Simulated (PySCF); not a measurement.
What settings do to a single point of [TlCl2]−

The sound run of [TlCl2]− (singlet) uses PySCF 2.14.0, RKS BP86, Tl def2-SVP with ECP60, Cl def2-SVP; non-relativistic Hamiltonian with scalar-relativistic core potentials where named; density fitting; no spin-orbit coupling, grid (50, 194), threshold 1e-8 Eh and 55 cycles, at the relaxed geometry:

```xyz
3

Tl   -0.8502    0.4425    0.0000
Cl    0.6091   -0.3170    2.1207
Cl    0.6091   -0.3170   -2.1207
```

There Tl1 has a Mulliken charge of 0.04 e and the dipole about the centre of mass is 5.14 D. Each run below changes one thing and starts from free metal ions and neutral atoms unless it says otherwise; with 55 cycles, smearing, a level shift and second-order steps follow where DIIS fails, and their cycles count. Energy shifts count from the sound run.

```
                                                       change        outcome  cycles  energy shift (eV)  largest force component (eV/Å)  charge on Tl1 (e)  dipole about the centre of mass (D)
                        spin (2S) set to 12, limit 100 cycles  not converged     100                  –                               –                  –                                    –
                                                grid (30, 86)      converged      11            -0.0215                            0.04               0.04                                 5.14
start from a density of up to 30 smeared cycles (not counted)      converged       7             0.0000                            0.04               0.04                                 5.14
```

How does the run with this change end: threshold 0.0001?

outcome converged, cycles 8, energy shift (eV) 0.0005, largest force component (eV/Å) 0.05, charge on Tl1 (e) 0.03, dipole about the centre of mass (D) 5.07.

Forces carry noise of the integration grid, about 0.01 to 0.03 eV/Å.
